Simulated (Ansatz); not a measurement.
Basis-set extrapolation for C2H9NOSi (`CC(O)N[SiH3]`) (PBE0-D4/def2-TZVP geometry, frozen core, Ansatz 0.2.0). Multiplicity 1, RHF reference.

```tsv
	def2-TZVPP	def2-QZVPP
HF	-499.337480	-499.356953
MP2 correlation	-0.930737	-0.997034
CCSD(T) correlation	-1.016356	not run
```

Energies in hartree. Use E(X) = E(∞) + A·exp(−7.88·√X) for Hartree–Fock and E(X) = E(∞) + B·X^(−2.97) for correlation, with X = 3 and 4, and add CCSD(T) minus MP2 of the smaller set to the MP2 limit.

Question: What is the CCSD(T) energy at the basis-set limit?

Answer: HF limit: -499.356953 + (-0.019473) × 0.13774 = -499.35964. MP2 limit: -0.997034 + (-0.066297) × 0.74074 = -1.04614. Higher-order term: -1.016356 − (-0.930737) = -0.08562. Total: -500.49140 hartree, 86.3 kcal/mol below CCSD(T)/def2-TZVPP.
